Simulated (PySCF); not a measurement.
AsF2H2In, SMILES [F][In]([F])[AsH2].

Coordinates come from a B3LYP-D3(BJ)/def2-SVP optimisation. The structure was generated by enumeration; whether it is a known compound was not checked. The def2 effective core potentials stand for the cores of In; spin–orbit coupling is left out.

These are r2SCAN/def2-TZVP (PySCF) values and carry that method's errors.

| Quantity | Result |
|---|---|
| total energy | -2627.05425 hartree |
| point group | Cs |
| highest occupied level | -7.70 eV |
| lowest empty level | -3.12 eV |
| orbital gap | 4.58 eV |
| dipole moment | 4.37 D |
| quadrupole, principal values (traceless, Buckingham form, about the centre of nuclear charge) | -5.71, -5.63, 11.34 D·Å |
| mean static polarisability | 67.1 bohr³ (9.94 Å³) |
| polarisability, principal values | 50.4, 59.1, 91.7 bohr³ |
